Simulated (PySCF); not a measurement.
AsF⁺: energy against distance

Set-up: PySCF, no relativity, basis sets As aug-pcseg-1, F aug-pcseg-1. Energies in eV from As⁺ + F in their ground configurations at the same level. State: ²Π (doublet), unpaired electrons π ↑.

All columns are PBE0. A positive dipole points towards F; it is taken about the centre of mass and depends on that origin.

```csv
R (Å),E (eV),μ (D),Mulliken charge on As (basis-dependent),HOMO (eV),LUMO (eV),Mayer bond order,⟨S²⟩
1.466,-2.882,-1.19,1.58,-14.12,-11.70,0.52,0.75
1.534,-3.731,-1.55,1.56,-14.33,-11.90,0.60,0.75
1.603,-4.196,-1.91,1.54,-14.52,-12.09,0.67,0.75
1.654,-4.361,-2.18,1.53,-14.66,-12.23,0.71,0.75
1.705,-4.406,-2.44,1.51,-14.79,-12.36,0.75,0.75
1.756,-4.359,-2.69,1.50,-14.91,-12.48,0.78,0.75
1.824,-4.190,-3.01,1.48,-15.06,-12.63,0.82,0.75
1.910,-3.860,-3.39,1.46,-15.24,-12.81,0.87,0.75
2.012,-3.362,-3.82,1.43,-15.43,-13.01,0.92,0.76
2.148,-2.623,-4.32,1.40,-15.64,-13.24,0.98,0.76
```

A fit through these points gives, at Re = 1.702 Å, μ = -2.42 D and dμ/dR = -5.00 D/Å; the reduced mass is 15.16 u.

**Question.** How strong is the fundamental in the double-harmonic approximation, I = 42.26·(dμ/dR)²/μred km/mol?

**Answer.** I = 42.26·(-5.00)²/15.16 = 69.7 km/mol at PBE0.

Spin–orbit coupling is left out. For an ion De counts to the pair picked by the measured ionisation energies or electron affinities, which need not be the lowest pair at this level. The state is the lowest determinant that a PBE0 search found; another state may lie lower at other levels.
